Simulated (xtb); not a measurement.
Os, quintet (GFN-xTB shapes and energies of metal compounds can be far from the true ones); GFN0-xTB (xtb).

Here is a job for xtb.
```
$ xtb mol.xyz --gfn 0 --uhf 4 --json

# file mol.xyz
1

Os     0.00000000     0.00000000     0.00000000
```

### Question
What does xtb print? Leave out banner, timings and long lists.

### Answer

```
   ID    Z sym.   atoms
    1   76 Os     1

           -------------------------------------------------
          |                Calculation Setup                |
           -------------------------------------------------

           -------------------------------------------------
          |                 G F N 0 - x T B                 |
           -------------------------------------------------

          ...................................................
          :                      SETUP                      :
          :.................................................:
          :  # basis functions                  10          :
          :  # atomic orbitals                   9          :
          :  # shells                            3          :
          :  # electrons                         8          :
          :  electronic temp.          300.0000000     K    :
          :  accuracy                    1.0000000          :
          :  -> integral cutoff          0.2500000E+02      :
          :  -> integral neglect         0.1000000E-07      :
          ...................................................

         :::::::::::::::::::::::::::::::::::::::::::::::::::::
         ::                     SUMMARY                     ::
         :::::::::::::::::::::::::::::::::::::::::::::::::::::
         :: total energy              -2.780687607871 Eh    ::
         :: gradient norm              0.000000000000 Eh/a0 ::
         :: HOMO-LUMO gap              2.787107200000 eV    ::
         ::.................................................::
         :: H0 energy                 -2.780687607871 Eh    ::
         :: repulsion energy           0.000000000000 Eh    ::
         :: electrostat energy         0.000000000000 Eh    ::
         :: -> Gsolv                   0.000000000000 Eh    ::
         ::    -> Gsasa                0.000000000000 Eh    ::
         ::    -> Gshift               0.000000000000 Eh    ::
         :: dispersion energy          0.000000000000 Eh    ::
         :: short-range corr.          0.000000000000 Eh    ::
         :: add. restraining           0.000000000000 Eh    ::
         :: total charge               0.000000000000 e     ::
         :::::::::::::::::::::::::::::::::::::::::::::::::::::

           -------------------------------------------------
          |                Property Printout                |
           -------------------------------------------------

    * Orbital Energies and Occupations

         #    Occupation            Energy/Eh            Energy/eV
      -------------------------------------------------------------
         1        1.4000           -0.3680054             -10.0139
         2        1.4000           -0.3680054             -10.0139
         3        1.4000           -0.3680054             -10.0139
         4        1.4000           -0.3680054             -10.0139
         5        1.4000           -0.3680054             -10.0139
         6        1.0000           -0.2014527              -5.4818 (HOMO)
         7                         -0.0990284              -2.6947 (LUMO)
         8                         -0.0990284              -2.6947
         9                         -0.0990284              -2.6947
      -------------------------------------------------------------
                  HL-Gap            0.1024243 Eh            2.7871 eV
             Fermi-level            0.0000000 Eh            0.0000 eV

     #   Z          covCN         q      C6AA      α(0)
     1  76 Os       0.000     0.000   688.897    59.608

 Mol. C6AA /au·bohr⁶  :        688.897109
 Mol. C8AA /au·bohr⁸  :      92491.156472
 Mol. α(0) /au        :         59.608352

Wiberg/Mayer (AO) data.
largest (>0.10) Wiberg bond orders for each atom

 ---------------------------------------------------------------------------
     #   Z sym  total        # sym  WBO       # sym  WBO       # sym  WBO
 ---------------------------------------------------------------------------
     1  76 Os   0.000
 ---------------------------------------------------------------------------

 dipole moment from electron density (au)
     X       Y       Z
   0.0000   0.0000   0.0000  total (Debye):    0.000

           -------------------------------------------------
          | TOTAL ENERGY               -2.780687607871 Eh   |
          | GRADIENT NORM               0.000000000000 Eh/α |
          | HOMO-LUMO GAP               2.787107200000 eV   |
           -------------------------------------------------

normal termination of xtb
```
